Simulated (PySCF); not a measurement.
Computed IR spectrum (relative IR intensity) of a molecule C2H4N2OSi. Geometry optimised at PBE0-D3(BJ)/def2-SVP. One conformer was computed; it need not be the lowest. Computed with PySCF 2.14.0 with PBE0-D3(BJ)/def2-SVP. Frequencies are harmonic and unscaled.

Lines under 2 % of the strongest are left out, and lines within 2 cm⁻¹ are merged.

```tsv
ν (cm⁻¹)	relative intensity
287	4.4
702	10
708	17
751	13
931	13
937	58
951	13
1126	9.8
1346	37
1411	29
1750	100
2280	6.0
2298	35
2388	30
3150	2.3
```

Task: Pick the molecule that these values belong to.
(A) N#C/N=C/O[SiH3]
(B) O[SiH]1N=CC=N1
(C) C1=NC=N[SiH2]O1
(D) O[Si@H]1C=NC=N1

Result: A, N#C/N=C/O[SiH3]
